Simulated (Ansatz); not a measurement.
**A geometry optimisation of H4InSeSi with PBE0-D3(BJ)/def2-SVP**

The starting geometry of this gas-phase doublet was optimised with GFN2-xTB.

```xyz
7

In    0.6006   -3.5277   -2.6971
Se    2.9031   -2.3524   -3.6411
Si   -0.0572   -0.9633   -1.1885
H     1.0510   -0.0460   -0.9325
H    -0.6043   -1.4894    0.0752
H    -1.1198   -0.3275   -1.9803
H     3.8089   -2.7845   -2.6348
```

**Question.** Predict what becomes of its bonds when it is optimised with PBE0-D3(BJ)/def2-SVP.

**Answer.** It keeps its bonds, and is `[SiH3][In][SeH]`. Distances that change by over a tenth: In1–Si3 (3.05 → 2.66 Å).

The energy falls by 0.57 eV over 41 steps:

```
step  E − E(last) (eV)
   1             0.568
   5             0.178
  10             0.049
  14             0.006
  19             0.003
  23             0.002
  28             0.001
  32             0.000
  37             0.000
  41             0.000
```

Final geometry (Å):

```xyz
7

In    1.9338   -2.5024   -1.5054
Se    2.6478   -2.6863   -3.9652
Si   -0.1355   -0.8999   -1.0550
H     0.2947    0.1876   -0.1212
H    -1.2192   -1.6893   -0.3900
H    -0.6823   -0.2801   -2.3033
H     3.7429   -3.6203   -3.6590
```

The end wasn't checked by frequencies. Open shells are spin-unrestricted. Atoms past krypton carry core potentials, without spin–orbit terms. Run with Ansatz 0.2.0, 4.9 min on 2 threads of AMD EPYC 7R43 64-Core Processor (Zen 3), with other jobs on the host.
